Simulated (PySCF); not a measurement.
CNO, SMILES [N]=C=O (connectivity only; charge and spin as stated), charge -1, multiplicity 1.

Coordinates come from a B3LYP-D3(BJ)/def2-TZVPD optimisation. The multiplicity is an assumed one; other spin states were not compared. The isomer is the one that the SMILES or the coordinates give; other isomers of the formula were not compared.

These are B3LYP-D3(BJ)/def2-TZVPD run with PySCF values and carry that method's errors.

No scaling factor is applied to the harmonic values.

Modes within 1.5 cm⁻¹ of each other (mostly degenerate sets) share a row, with their intensities summed.

Computed vibrational spectrum:
```json
[
 {"mode": "1–2", "ν (cm⁻¹)": "637", "IR (km/mol)": "14.2", "moving atoms (share of kinetic energy)": "C 71 %, N 16 %, O 13 %"},
 {"mode": "3", "ν (cm⁻¹)": "1250", "IR (km/mol)": "67.3", "moving atoms (share of kinetic energy)": "O 56 %, N 41 %"},
 {"mode": "4", "ν (cm⁻¹)": "2201", "IR (km/mol)": "780.0", "moving atoms (share of kinetic energy)": "C 69 %, N 25 %"}
]
```
